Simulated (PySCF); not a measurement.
TlBr2, doublet: structure and spectrum

All numbers come from UPBE0/[Tl def2-SVP with ECP60, Br def2-SVP], scalar-relativistic core potentials, density fitting, no spin–orbit coupling, PySCF.

The structure is a minimum.

- Point group: C2v
- Bond lengths: Tl–Br 2.654 Å (×2)
- Bond angles: Br–Tl–Br 134.9°
- Lowest empty level (β): -4.96 eV
- Principal quadrupole moments (Buckingham, traceless) about the centre of mass: -11.50, 5.49, 6.01 D Å
- Dipole moment: 2.06 D
- Highest occupied level (α): -7.20 eV
- Principal polarisabilities: 43.2, 54.7, 147.5 bohr³
- Atomisation energy without zero-point energy: 487 kJ/mol
- Rotational symmetry number: 2
- Entropy at 298.15 K and 1 bar (electronic part: spin only): 351.2 J/(mol K)
- Heat capacity Cp at 298.15 K: 57.2 J/(mol K)
- Spin squared ⟨S²⟩: 0.757
- Zero-point energy: 2.3 kJ/mol
- Enthalpy at 298.15 K above 0 K: 15.37 kJ/mol
- Rotational constants: 0.1821, 0.01778, 0.0162 cm⁻¹

Harmonic modes (masses in u: Tl 204.974, Br 78.918):
| symmetry | ω (cm⁻¹) | IR (km/mol) | type |
| --- | --- | --- | --- |
| a1 | 31 | 1.2 | bend |
| a1 | 159 | 3.5 | stretch |
| b2 | 193 | 18.9 | stretch |

In C2v the vibrations span 2a1 + b2. Here b1 is antisymmetric to the molecular plane and b2 lies in it.

Charges (e):
| atom | Mulliken | Löwdin | polar tensor | spin (Mulliken) | Mayer order to Tl1 |
| --- | --- | --- | --- | --- | --- |
| Tl1 | 0.53 | 0.15 | 0.77 | 0.29 | – |
| Br2,3 | -0.26 | -0.08 | -0.38 | 0.36 | 0.85 |

Mulliken populations on Tl1 (electrons outside its core potential): s 3.70, p 6.70, d 10.08.

Other isomers or separated fragments may lie lower. No spin–orbit coupling is included, which matters more the heavier the element.

The final relaxation and frequency run took 45 s on 2 threads of a shared Arm Neoverse V1 host, with 90 basis functions and 8 gradients; the process peaked at 0.9 GiB.
